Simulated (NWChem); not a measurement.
InH2F; SMILES [F][InH2]

Computed with NWChem. Coordinates come from a PBE0/def2-SVP optimisation. No frequency run checked for a minimum. def2 effective core potentials on In; no spin-orbit coupling. B3LYP is NWChem's, with the RPA form of VWN correlation. Ions are spin-unrestricted doublets at the neutral geometry; other ion states weren't tried.

For level PBE/def2-SVP:

```
Quantity                               Value
-------------------------------------  -----
vertical ionisation energy, ΔSCF (eV)  10.56
−ε(HOMO) (eV)                           6.97
```

Task: Estimate the same quantities for level B3LYP/def2-SVP.

Result: 
- vertical ionisation energy, ΔSCF (eV): 10.96
- −ε(HOMO) (eV): 8.30
